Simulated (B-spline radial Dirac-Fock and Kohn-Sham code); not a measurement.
**X-ray form factors of ytterbium in several charge states**

Calculated with a radial atomic solver, using relativistic Hartree-Fock (Dirac-Fock) wave functions, averaged over the configuration.

Configurations: Yb⁸⁺ [Kr] 4d10 4f12 5s2 5p2; Yb¹²⁺ [Kr] 4d10 4f10 5s2; Yb¹³⁺ [Kr] 4d10 4f10 5s1; Yb¹⁴⁺ [Kr] 4d10 4f10; Yb¹⁵⁺ [Kr] 4d10 4f9; Yb¹⁸⁺ [Kr] 4d10 4f6. The first column is f₀ of Yb⁸⁺, the others are differences from it.

| s (Å⁻¹) | Yb⁸⁺ | Δ Yb¹²⁺ | Δ Yb¹³⁺ | Δ Yb¹⁴⁺ | Δ Yb¹⁵⁺ | Δ Yb¹⁸⁺ |
| --- | --- | --- | --- | --- | --- | --- |
| 0 | 62.000 | -4.000 | -5.000 | -6.000 | -7.000 | -10.000 |
| 0.05 | 61.644 | -3.892 | -4.867 | -5.843 | -6.830 | -9.797 |
| 0.1 | 60.603 | -3.585 | -4.487 | -5.394 | -6.343 | -9.214 |
| 0.15 | 58.960 | -3.122 | -3.912 | -4.711 | -5.600 | -8.318 |
| 0.2 | 56.832 | -2.565 | -3.215 | -3.880 | -4.690 | -7.206 |
| 0.25 | 54.358 | -1.979 | -2.477 | -2.993 | -3.712 | -5.987 |
| 0.3 | 51.673 | -1.423 | -1.769 | -2.136 | -2.756 | -4.766 |
| 0.35 | 48.900 | -0.940 | -1.147 | -1.374 | -1.893 | -3.626 |
| 0.4 | 46.135 | -0.552 | -0.642 | -0.750 | -1.170 | -2.624 |
| 0.45 | 43.448 | -0.266 | -0.265 | -0.278 | -0.605 | -1.791 |
| 0.5 | 40.883 | -0.074 | -0.009 | +0.047 | -0.197 | -1.133 |
| 0.6 | 36.208 | +0.100 | +0.218 | +0.335 | +0.224 | -0.289 |
| 0.7 | 32.166 | +0.115 | +0.216 | +0.323 | +0.299 | +0.092 |
| 0.8 | 28.726 | +0.078 | +0.135 | +0.196 | +0.221 | +0.206 |
| 0.9 | 25.833 | +0.044 | +0.054 | +0.068 | +0.113 | +0.200 |
| 1 | 23.431 | +0.024 | +0.003 | -0.017 | +0.029 | +0.155 |
| 1.1 | 21.459 | +0.016 | -0.019 | -0.056 | -0.016 | +0.111 |
| 1.2 | 19.852 | +0.015 | -0.022 | -0.061 | -0.029 | +0.080 |
| 1.4 | 17.456 | +0.016 | -0.003 | -0.025 | -0.010 | +0.057 |
| 1.6 | 15.740 | +0.016 | +0.013 | +0.010 | +0.019 | +0.062 |
